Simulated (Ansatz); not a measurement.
`[SiH3]O[SiH]([SiH3])Cl` + NH₃ → `N[SiH]([SiH3])Cl` + silanol at 600 K and 1 bar (ligand exchange at the Si–O bond).

Gas-phase electronic energies from Ansatz, PBE0-D4/def2-TZVP geometries. CBS: MP2 limit from def2 TZ/QZ plus the TZ coupled-cluster correction, frozen cores. This one scheme is used for every species. Each species was taken in one conformer, which may not be the lowest.

```tsv
species	CCSD(T)/CBS energy (Eh)	H − E (kJ/mol)	S (J/(mol·K))
`[SiH3]O[SiH]([SiH3])Cl`	-1406.52878	252.3	541.8
NH₃	-56.50880	112.4	219.5
`N[SiH]([SiH3])Cl`	-1096.32520	227.0	453.3
`O[SiH3]`	-366.69042	135.7	307.9
```

H − E and S are ideal-gas, rigid-rotor, harmonic terms from PBE0-D4/def2-TZVP, for one conformer and one mirror image of each species. 1 Eh = 2625.50 kJ/mol, R = 8.31446 J/(mol·K).

Q: By hand: ΔE, ΔH, ΔS and ΔG.

A: ΔE = (-1096.32520) + (-366.69042) − (-1406.52878) − (-56.50880) = 0.02196 Eh = 57.7 kJ/mol. Δ(H − E) = 227.0 + 135.7 − 252.3 − 112.4 = -2.0, so ΔH = 55.7 kJ/mol. ΔS = 453.3 + 307.9 − 541.8 − 219.5 = -0.1 J/(mol·K). ΔG = 55.7 − 600 × (-0.1)/1000 = 55.8 kJ/mol.

Q: By hand: the equilibrium constant, and the temperature at which ΔG would vanish if ΔH and ΔS stayed fixed.

A: log₁₀ K = −ΔG/(RT ln 10) = -4.9. ΔH and −TΔS have one sign here, so there is no such temperature. One of them is within its doubt of zero, so this could turn.

The number of gas molecules stays the same, so ΔS is small and ΔH decides. A doubt of 5 kJ/mol in ΔE shifts log₁₀ K by 0.4 here. Other conformers and mirror images would add mixing entropy, several J/(mol·K) or more a flexible species. Modes under 60 cm⁻¹, often nearly free rotors, make the harmonic entropy too high. These are equilibria of isolated gas molecules and say nothing of rates. Largest T1 diagnostic: 0.012 (customary marks: 0.02 for closed shells, 0.045 for open ones).
